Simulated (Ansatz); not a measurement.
System (SMILES): [GaH] (GaH) (closed-shell singlet).
Geometry (B3LYP-D3(BJ)/def2-TZVP, fixed):
```xyz
2

Ga     0.0000     0.0000    -0.0528
H      0.0000     0.0000     1.6363
```
Charge 0, spin multiplicity 1.

Basis-set convergence of the dipole moment at MP2 with Ansatz (a program for electronic structure). Dipoles come from the density behind the forces; the sign is taken along the dipole that this method gives in the largest set. The reference of a correlated method is not its basis-set limit, which lies further on. Cartesian d functions, on some or all atoms, in 6-31G*; all else is spherical. Cores are frozen (with 3d on Ga to Br). No added dispersion term, no relativity. Reference: the value in aug-cc-pV5Z, 0.304 D, itself unsure by roughly 0.012 D (its mean distance from aug-pcseg-3, aug-cc-pVQZ, def2-QZVPPD). Deviations are taken from unrounded values.

```tsv
basis	functions	dipole moment (D)	minus reference (D)
def2-SV(P)	34	-0.001	-0.304
6-31G*	37	-0.174	-0.478
def2-SVP	37	0.099	-0.204
aug-cc-pVDZ	45	0.339	0.035
6-311G**	50	0.269	-0.035
aug-pcseg-2	82	0.319	0.015
def2-QZVP	105	0.284	-0.020
aug-cc-pVQZ	139	0.309	0.005
aug-cc-pV5Z	220	0.304	0.000
```
